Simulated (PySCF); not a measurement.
Two species compared at the same levels of theory.

First species: C7H9NO.
Bonds: C1–C2 (triple), C2–C3, C3–O4 (double), C3–N5, N5–C6, N5–C7, C7–C8, C8–C9, C7–C9. Hydrogens: H10 on C1; H11, H12, H13 on C6; H14 on C7; H15, H16 on C8; H17, H18 on C9.

Second species: C6H7F3Si.
SMILES: `FC(F)(F)[C@@H]1CC[Si@H]1C#C`

Levels: PBE0/pcSseg-1 for dipole moment, HOMO energy, LUMO energy and HOMO–LUMO gap; GFN2-xTB for rotational constant A and rotational constant C. Geometries: GFN2-xTB. All species are isolated and taken at one optimised geometry, non-relativistic unless stated. Electronic properties by PySCF.

Dipoles, sizes and rotational constants follow the conformer. The torsions of the flexible species, by atom-mapped SMILES:
- `[CH:1]#[C:2][C:3](=[O:4])[N:5]([CH3:6])[CH:7]1[CH2:8][CH2:9]1`: C2–C3–N5–C6 174°, C3–N5–C7–C8 -133°
- `[CH:1]#[C:2][Si@@H:3]1[CH2:4][CH2:5][C@H:6]1[C:7]([F:8])([F:9])[F:10]`: C5–C6–C7–F8 -66°

Which has the higher HOMO–LUMO gap?

The second: 7.50 eV against 6.36 eV, a difference of 1.14 eV.

Which of the two has the higher HOMO energy, and by how much?

The first: -7.18 eV against -8.22 eV, a difference of 1.04 eV.

Which of the two has the higher rotational constant C, and by how much?

The first: 0.994 GHz against 0.654 GHz, a difference of 0.340 GHz.

Which has the higher LUMO energy?

The second: -0.72 eV against -0.82 eV, a difference of 0.10 eV.

Which has the higher rotational constant A?

The first: 2.197 GHz against 2.009 GHz, a difference of 0.188 GHz.

Which has the higher dipole moment?

The first: 4.19 D against 3.03 D, a difference of 1.16 D.

On the first: In atomic units the dipole is 1.65 e·bohr (1 au = 2.5417 D).

On the second: The dipole equals about 10.1 × 10⁻³⁰ C·m (1 D = 3.33564 × 10⁻³⁰ C·m).
